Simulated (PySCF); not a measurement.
Al(NHMe)(OH)2 (CH₆AlNO₂), SMILES [OH][Al]([NH]C)[OH]. Geometry: B3LYP-D3(BJ)/def2-SVP. The structure was generated by enumeration; whether it is a known compound was not checked. One conformer was computed; it need not be the lowest.

**Question.** Give the equilibrium geometry at B3LYP-D3(BJ)/def2-SVP (PySCF confirms it by a frequency run) as bond lengths and angles, and its point group. (An estimate is asked for; the answer gives what the named calculation found.)

**Answer.** Several could match; the one computed here: point group Cs.
Atoms: Al1 N2 C3 H4 H5 H6 H7 O8 H9 O10 H11. Bonded distances (Å): Al1–N2 1.771, Al1–O8 1.702, Al1–O10 1.704, N2–C3 1.454, N2–H4 1.016, C3–H5 1.107, C3–H6 1.107, C3–H7 1.101, O8–H9 0.960, O10–H11 0.960. Bond angles (°): N2–Al1–O8 116.8, N2–Al1–O10 124.0, O8–Al1–O10 119.2, Al1–N2–C3 126.6, Al1–N2–H4 121.1, C3–N2–H4 112.3, N2–C3–H5 112.8, N2–C3–H6 112.8, N2–C3–H7 109.9, H5–C3–H6 107.1, H5–C3–H7 107.0, H6–C3–H7 107.0, Al1–O8–H9 124.0, Al1–O10–H11 127.6.
